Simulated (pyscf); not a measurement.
## F–Si(SiH₃)(SiH₃)–SiH₂–SiH₃, singlet

Gas-phase minimum from PySCF at ωB97X-D3(BJ)/def2-SVP, one conformer. 

```
Si
F 1 1.6535
Si 1 2.3305 2 109.38
H 3 1.4917 1 110.67 2 -59.40
H 3 1.4920 4 109.44 1 -123.11
H 3 1.4942 4 109.12 5 -119.30
Si 1 2.3319 2 108.84 3 121.73
H 7 1.4920 1 111.61 2 -58.55
H 7 1.4925 8 109.35 1 -122.60
H 7 1.4943 8 109.13 9 -119.09
Si 1 2.3332 2 105.13 7 115.65
H 11 1.4935 1 112.77 2 95.35
H 11 1.4944 12 109.11 1 -122.06
Si 11 2.3336 12 111.62 13 -123.67
H 14 1.4901 11 109.00 12 -53.17
H 14 1.4920 15 109.34 11 118.27
H 14 1.4926 15 109.20 16 119.15
```
Charge 0, spin multiplicity 1.

Properties at ωB97X-D3(BJ)/def2-SVP:

Harmonic wavenumbers, unscaled: 21, 60, 79, 88, 100, 109, 119, 140, 168, 202, 342, 351, 436, 441, 468, 487, 515, 530, 546, 579, 583, 685, 712, 845, 875, 890, 905, 932, 943, 948, 948, 953, 954, 957, 2229, 2237, 2239, 2242, 2248, 2250, 2252, 2254, 2256, 2258, 2266 cm⁻¹
Zero-point energy: 61.0 kcal/mol
Rotational symmetry number: 1
Entropy of this conformer at 298 K and 1 atm, rigid rotor and harmonic oscillator, modes under 100 cm⁻¹ raised to 100: 473.7 J/(mol K)
Dipole moment: 1.21 D

Single-point totals, which compare only within one level:

| level | total energy (hartree) |
|---|---|
| ωB97X-D3(BJ)/def2-TZVP | -1554.22035 |
| PBE/def2-TZVP | -1553.19034 |
| r²SCAN/def2-TZVP | -1553.87842 |
| B3LYP-D3(BJ)/def2-TZVP | -1554.20477 |
| PBE0-D3(BJ)/def2-TZVP | -1553.36139 |
| M06-2X/def2-TZVP | -1553.89112 |
| ωB97M-D3(BJ)/def2-TZVP | -1554.27260 |

The lowest mode is so soft that the shape along it may change with the basis. Soft torsions are taken as harmonic, which can shift the entropy by several J/(mol K).
